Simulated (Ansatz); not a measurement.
```yaml
crystal:
  periodic: [false, false, false]
  atoms:
    - {symbol: Si, position_ang: [-1.243300, 2.707494, -1.042325]}
    - {symbol: O, position_ang: [-0.487161, 1.379180, -1.599804]}
    - {symbol: Cd, position_ang: [0.071780, -0.306982, -0.805011]}
    - {symbol: O, position_ang: [0.646380, -2.061065, -0.188228]}
    - {symbol: Si, position_ang: [1.227839, -2.641094, 1.216255]}
    - {symbol: H, position_ang: [-0.490317, 3.346565, 0.077784]}
    - {symbol: H, position_ang: [-2.608823, 2.394236, -0.525663]}
    - {symbol: H, position_ang: [-1.368842, 3.691298, -2.150055]}
    - {symbol: H, position_ang: [0.278555, -2.414414, 2.346567]}
    - {symbol: H, position_ang: [2.518133, -1.991562, 1.594289]}
    - {symbol: H, position_ang: [1.455747, -4.103667, 1.076200]}
basis:
  gaussian: {orbitals: ANO-RCC-VTZP}
hamiltonian: {xc: {name: B3LYP-D3}, dispersion: d4}
```

```sh
$ ansatz run in.yaml --threads 2 --pin off --events-out ev --progress --plain --max-ram 22528MiB --backend cuda --devices 0, --max-vram 18GiB
```

Problem. How does Ansatz answer? (Best estimate.)

Solution. Computed: The input was rejected before any iteration.
```
Error: YAML parse error: error: line 17 column 19: hamiltonian.xc: no functional is named "B3LYP-D3"; the names, which are not case-sensitive, are SVWN5, SPW92, PBE, PBE0, PBEsol, revPBE, revPBE0, RPBE, rPW86-PBE, HSE06, wPBEh, LC-wPBE, HISS, HF, BLYP, B3LYP, B3LYP5, BHLYP, CAM-B3LYP, r2SCAN, r2SCANh, r2SCAN0, r2SCAN50, m-r2SCAN, B97, wB97, wB97X, wB97X-V, B97M-V, wB97M-V, B2PLYP, B2GP-PLYP, PBE0-DH, PBE-QIDH
15 | basis:
16 |   gaussian: {orbitals: ANO-RCC-VTZP}
17 | hamiltonian: {xc: {name: B3LYP-D3}, dispersion: d4}
```

HSE06 is defined as in plane-wave codes.
